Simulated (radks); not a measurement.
Task: Valence configurations of Mg (all share [Ne]). Method: Dirac Kohn-Sham, PBE, spin-unpolarised, spherical densities, point nucleus; open shells are shared between the two j in proportion to 2j + 1; computed with a radial shooting solver on a logarithmic mesh with Libxc functionals. Order these by energy: 3s1 3p1; 3s1.5 3p0.5; 3p2; 3s2; 3s0.5 3p1.5.

Result: From the lowest, in eV above it: 3s2 0.000; 3s1.5 3p0.5 1.717; 3s1 3p1 3.491; 3s0.5 3p1.5 5.315; 3p2 7.183. NIST lists [Ne] 3s2 as the ground configuration; this level of theory agrees among the configurations tried. The energies are those of spherical spin-averaged densities, not of single terms.
